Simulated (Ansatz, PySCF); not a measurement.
Process, species as SMILES: [B]I + 2 [H][H] (H2) → B (BH3) + I (HI)
Geometries: B3LYP-D3(BJ)/def2-TZVP minima from Ansatz (a first-principles code). Unstable Hartree-Fock reference: [B]I.
Geometry of the first species:
```
B
I 1 2.1421
```

Wanted: energy of full hydrogenation (0 K, with B3LYP-D3(BJ) harmonic zero-point energies from PySCF), in kJ/mol. Cores are frozen in the correlated levels unless marked. No spin-orbit coupling. Frozen are the shells of the preceding noble gas and the d and f shells that filled before the atom's block. Past Kr the def2 sets carry scalar-relativistic core potentials. STO-3G rows are all-electron and non-relativistic. CBS(X,Y): correlation extrapolated as X^-3; Hartree-Fock from the larger set.

| level | program | energy of full hydrogenation (kJ/mol) |
|---|---|---|
| HF-D3(BJ)/def2-TZVPD | PySCF + dftd3 | -243.3 |
| SVWN5/def2-TZVPD | Ansatz | [?] |
| PBE-D4/def2-TZVPD | Ansatz + dftd4 | -205.2 |
| BLYP-D4/def2-TZVPD | Ansatz + dftd4 | -198.3 |
| revPBE-D4/def2-TZVPD | Ansatz + dftd4 | -190.7 |
| revPBE/def2-TZVPD | Ansatz | -192.0 |
| M06-L/def2-TZVPD | PySCF | -257.4 |
| PBE0/def2-SVP | Ansatz | -242.1 |
| r2SCAN0/def2-TZVPD | Ansatz | [?] |
| M06-2X/def2-TZVPD | PySCF | [?] |
| MN15-D3(BJ)/def2-TZVPD | PySCF + dftd3 | [?] |
| HSE06-D4/def2-TZVPD | Ansatz + dftd4 | -227.7 |
| LC-wPBE/def2-TZVPD | Ansatz | -258.5 |
| wB97X-V/def2-TZVPD | Ansatz | -238.7 |
| B2PLYP-D3(BJ)/def2-TZVPD | Ansatz + dftd3 | -220.2 |
| B2PLYP/def2-TZVPD | Ansatz | -221.9 |
| SCS-MP2/STO-3G | Ansatz | -321.1 |
| SCS-MP2/def2-TZVPP | Ansatz | -227.3 |
| CCSD(T)/CBS(def2-TZVPPD,def2-QZVPPD) | Ansatz | -206.2 |

### Question
Complete the blanks.

### Answer

- SVWN5/def2-TZVPD, energy of full hydrogenation (kJ/mol): -238.9
- r2SCAN0/def2-TZVPD, energy of full hydrogenation (kJ/mol): -233.2
- M06-2X/def2-TZVPD, energy of full hydrogenation (kJ/mol): -215.4
- MN15-D3(BJ)/def2-TZVPD, energy of full hydrogenation (kJ/mol): -203.1
